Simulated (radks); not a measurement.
Values are calculated unless marked as measured or tabulated.
Species: Te V. Configuration: [Kr] 4d10 5s2 (the NIST ground configuration).

Level of theory: non-relativistic Kohn-Sham, r2SCAN, spin-polarised, spherical densities, point nucleus; meta-GGA in the generalised Kohn-Sham scheme; relativity is left out, which matters for an element this heavy (a radial shooting solver on a logarithmic mesh with Libxc functionals).

Energy parts (hartree):
| part | energy |
|---|---|
| total | -6610.97486 |
| kinetic | 6608.61968 |
| electron-nucleus | -15624.89685 |
| Hartree | 2575.40501 |
| exchange-correlation | -170.10270 |

Orbitals (lengths in bohr, moments of r in powers of bohr; r(max) is where P^2 peaks):
1s: occ. 2; eigenvalue (hartree) -1120.611; r(max) 0.01937; <r^4> 3.312e-06; <r> 0.02924
2s: occ. 2; eigenvalue (hartree) -169.6526; r(max) 0.1070; <r^4> 0.0005902; <r> 0.1260
2p: occ. 6; eigenvalue (hartree) -159.1665; r(max) 0.08375; <r^4> 0.0003854; <r> 0.1074
3s: occ. 2; eigenvalue (hartree) -35.17131; r(max) 0.3051; <r^4> 0.02487; <r> 0.3349
3p: occ. 6; eigenvalue (hartree) -30.77550; r(max) 0.2918; <r^4> 0.02401; <r> 0.3258
3d: occ. 10; eigenvalue (hartree) -22.64579; r(max) 0.2389; <r^4> 0.01986; <r> 0.2969
4s: occ. 2; eigenvalue (hartree) -7.31971; r(max) 0.7282; <r^4> 0.7470; <r> 0.7946
4p: occ. 6; eigenvalue (hartree) -5.79232; r(max) 0.7498; <r^4> 0.9489; <r> 0.8330
4d: occ. 10; eigenvalue (hartree) -3.20954; r(max) 0.8059; <r^4> 1.907; <r> 0.9529
5s: occ. 2; eigenvalue (hartree) -1.88978; r(max) 1.771; <r^4> 24.95; <r> 1.936

The highest occupied level is 5s at -51.424 eV. Summed over all electrons, <r^2> = 27.29 bohr^2, which gives a Langevin (diamagnetic) susceptibility term of -21.6 x 10^-6 cm^3/mol. Virial ratio -V/T = 2.00036. The electron density at the nucleus is 9.916e+04 e/bohr^3.
